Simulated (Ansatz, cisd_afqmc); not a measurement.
Species: I, charge 0, doublet.

Total energies in def2-TZVPP, 7 correlated electrons, 9 frozen orbitals. Open shells are spin-unrestricted; no spin-orbit coupling. Correlated methods leave the cores frozen (noble-gas shells, and filled d and f shells in the p block). Past Kr the def2 sets carry scalar-relativistic core potentials. AFQMC is phaseless with a CISD trial state; ± is one standard error, without the phaseless bias. Outlying blocks are dropped, and bars are widened where a walk drifts. Over all cases where full CI ran beside it in this data, AFQMC minus full CI had a median of +0.1 mEh and passed +0.4 mEh in a tenth of the cases. Spin-orbit terms, left out, reach several kcal/mol for Br and I, and more for heavier atoms.

| method | program | energy (Eh) | minus CCSDTQ (mEh) |
|---|---|---|---|
| HF | Ansatz | -296.65857 | 136.40 |
| MP2 | Ansatz | -296.77194 | 23.02 |
| CCSD | Ansatz | -296.79030 | 4.66 |
| CCSD(T) | Ansatz | -296.79430 | 0.66 |
| CCSDT(Q) | Ansatz | -296.79495 | 0.01 |
| CCSDTQ | Ansatz | -296.79496 | 0.00 |
| AFQMC/CISD | cisd_afqmc | -296.7946 ± 0.0001 | 0.4 ± 0.1 |

Ansatz is a first-principles code.
